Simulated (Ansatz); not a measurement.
Harmonic frequencies (cm⁻¹) at PBE0-D4/def2-TZVP from Ansatz: 151, 256, 263, 314, 352, 359, 689, 771, 1028, 1031, 1075, 3861.

Each molecule was computed in one conformer, which needn't be the lowest.

Q: Which molecule is it?
A. `[O]=[Re](=[O])(=[O])[F]`
B. `[O]=[Re](=[O])(=[O])[OH]`
C. `[CH3][Al]=[O]`
D. `[O]=[Ru](=[O])(=[O])=[O]`

A: B.
